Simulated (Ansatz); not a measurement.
Basis-set extrapolation for CH7BClNSi (`BN[SiH](C)Cl`) (PBE0-D4/def2-TZVP geometry, frozen core, Ansatz). Multiplicity 1, RHF reference.

```csv
,def2-TZVPP,def2-QZVPP
HF,-869.717087,-869.745045
MP2 correlation,-0.801032,-0.862925
CCSD(T) correlation,-0.893265,not run
```

Energies in hartree. Use E(X) = E(∞) + A·exp(−7.88·√X) for Hartree–Fock and E(X) = E(∞) + B·X^(−2.97) for correlation, with X = 3 and 4, and add CCSD(T) minus MP2 of the smaller set to the MP2 limit.

**Question.** What is the CCSD(T) energy at the basis-set limit?

**Answer.** HF limit: -869.745045 + (-0.027958) × 0.13774 = -869.74890. MP2 limit: -0.862925 + (-0.061893) × 0.74074 = -0.90877. Higher-order term: -0.893265 − (-0.801032) = -0.09223. Total: -870.74990 hartree, 366.4 kJ/mol below CCSD(T)/def2-TZVPP.
